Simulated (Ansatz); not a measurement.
System: BPH3, charge 0, doublet. BPH3 (SMILES [BH]P, doublet).
B3LYP-D3(BJ)/def2-TZVP minimum from Ansatz (a program for electronic structure):
```
P
H 1 1.4082
H 1 1.4157 2 99.83
B 1 1.8225 2 105.56 3 -112.21
H 4 1.1822 1 136.05 2 154.84
```
Charge 0, spin multiplicity 2.

Atomisation energy term by term, kcal/mol (programs: Ansatz). Radicals and triplets start from unrestricted determinants; spin-orbit coupling is neglected. Correlated methods leave the cores frozen. Rows without X2C or -DK are non-relativistic. CBS(X,Y): correlation extrapolated as X^-3, Hartree-Fock from the larger set (Q,5: extrapolated as (X+1)exp(-9√X)). A bracket is a step between two methods taken in the basis named. 'core' is core correlation in cc-pwCVTZ (1s frozen past Ne), 'X2C' scalar relativity in cc-pVTZ-DK, both at CCSD(T). For partners of very few electrons the exact lower level stands in for a higher one.

| term | basis | kcal/mol |
|---|---|---|
| Hartree-Fock | CBS(cc-pV(Q+d)Z,cc-pV(5+d)Z) | 230.27 |
| CCSD correlation | CBS(cc-pV(Q+d)Z,cc-pV(5+d)Z) | 73.99 |
| (T) | CBS(cc-pV(Q+d)Z,cc-pV(5+d)Z) | 4.35 |
| CCSDT(Q) - CCSD(T) | cc-pV(T+d)Z | 0.45 |
| core correlation | cc-pwCVTZ | 1.27 |
| scalar relativity | X2C, cc-pVTZ-DK | -0.64 |
| sum: De |  | 309.7 |

The step beyond CCSD(T) by other levels: CCSDT(Q) in cc-pV(D+d)Z 0.57 kcal/mol.
